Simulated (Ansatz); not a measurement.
Harmonic frequencies (cm⁻¹) at PBE0-D4/def2-TZVP from Ansatz: 55, 209, 390, 416, 585, 720, 794, 851, 865, 915, 926, 948, 1002, 1022, 1064, 1091, 1200, 1202, 1227, 1266, 1295, 1310, 1342, 1348, 1360, 1382, 1464, 1468, 1485, 1505, 3051, 3062, 3069, 3078, 3094, 3110, 3120, 3126, 3134.

Question: Which molecule is it?
A. `FC1CCCC1`
B. `FC(F)C(F)(C(F)F)C(F)F`
C. `FCC(F)(F)COC(F)(F)F`
D. `CC(F)(CF)C(F)F`

Answer: A.
